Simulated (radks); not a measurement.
Values are calculated unless marked as measured or tabulated.
Spherical quantum dot in the effective-mass picture: electrons in a hard-walled sphere of radius 2.62, with a point charge +2 (a donor) at the centre, all in effective atomic units (hartree* = m*/eps^2 hartree, bohr* = eps/m* bohr), one dielectric constant everywhere. Level of theory: non-relativistic Kohn-Sham, r2SCAN, spin-polarised, spherical densities, generalised Kohn-Sham scheme (a radial shooting solver with Libxc functionals). Levels are named by radial order and angular momentum (1s, 1p, 1d, 2s, ...), and open shells are averaged over m. Results are scaled to m* = 0.064 and eps = 16.2, for which hartree* = 6.636 meV and bohr* = 13.39 nm.

N = 21, configuration 1s2 1p6 1d10 2s2 1f(up 1, down 0). This is the lowest configuration that the search found. Occupied and some empty levels:

level    occupation  eigenvalue (meV)  <r> (nm)
1s up             1            65.970     19.37
1s down           1            66.061     19.22
1p up             3            70.011     23.36
1p down           3            70.169     23.31
1d up             5            75.087     24.56
1d down           5            75.276     24.54
2s up             1            75.757     14.39
2s down           1            75.841     14.51
1f up             1            81.728     25.42
1f down           0            81.940     25.41
1g up             0            89.846     26.10
1g down           0            90.076     26.10
2p up             0            90.730     17.69
2p down           0            90.795     17.71
2d up             0            102.40     19.79
2d down           0            102.49     19.79

Energy (meV): total 797.406, kinetic 315.71, external -202.46, Hartree 771.19, exchange-correlation -87.034.
